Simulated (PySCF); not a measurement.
This script is equivalent to a calculation on Rb²⁺ (rubidium, charge +2).

```python
from pyscf import gto, scf, dft, mp, cc
import basis_set_exchange as bse
mol = gto.M(atom="Rb 0 0 0", charge=2, spin=1, symmetry="D2h",
            basis=gto.basis.parse(bse.get_basis("jorge-DZP-DKH", elements=["Rb"], fmt="nwchem", header=False)),
            nucmod="G")
mf = scf.UHF(mol).sfx2c1e()
mf.irrep_nelec = {'Ag': (6, 6), 'B1g': (1, 1), 'B2g': (1, 1), 'B3g': (1, 1), 'B1u': (3, 3), 'B2u': (3, 3), 'B3u': (3, 2)}
mf.kernel()
```

What total energy does it give?

-2977.70258 hartree (calculated).

Which occupied shell lies highest, and where?

4p β, at -40.023 eV.

What is ⟨S²⟩, and what would a pure spin state give?

0.754, against 0.75.
